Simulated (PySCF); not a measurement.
**[Hf(OH)3(H2O)]+ at several levels of theory**

Computed with PySCF 2.14.0 (density fitting, no spin-orbit coupling) at the geometry relaxed with PBE0:

```xyz
10
[Hf(OH)3(H2O)]+ (singlet)
Hf    0.0020   -0.1056    0.0431
O     1.1053    1.1084    0.9937
H     1.7242    1.5367    1.5904
O    -1.2304   -1.0453    1.1298
H    -1.7085   -1.6160    1.7361
O     0.9341   -1.2496   -1.1430
H     1.4874   -1.8982   -1.5858
O    -1.1739    1.2827   -1.2266
H    -1.1353    2.2514   -1.1689
H    -1.8040    1.0597   -1.9306
```

```
level                                              basis    state  HOMO (eV)  gap (eV)  charge on Hf1 (e)  dipole about the centre of mass (D)  largest force component (eV/Å)
 PBE0     Hf def2-SVP with ECP60, O def2-SVP, H def2-SVP  singlet     -13.32      8.08               1.31                                 4.26                            0.03
 BLYP                                           the same  singlet     -11.45      5.33               1.06                                 4.13                            0.57
 PBE0  Hf def2-TZVP with ECP60, O def2-TZVP, H def2-TZVP  singlet     -13.43      8.03               1.71                                 4.31                            0.22
```

Charges are Mulliken's, which hang on the basis. The relaxation used the grid (50, 194), these runs (75, 302) or, all-electron (x2c bases, spin-free X2C Hamiltonian), (99, 590).

**Question.** What does TPSSh with Hf def2-SVP with ECP60, O def2-SVP, H def2-SVP give here?

**Answer.** state singlet, HOMO (eV) -12.36, gap (eV) 6.83, charge on Hf1 (e) 1.28, dipole about the centre of mass (D) 4.22, largest force component (eV/Å) 0.24. Time: 8.5 s on 2 threads of Arm Neoverse V2 (shared host), from an already converged density.

In the first row's basis the gap widens with exact exchange: 5.3 eV for BLYP (none); 6.8 to 8.1 eV for TPSSh, PBE0 (a fixed share).
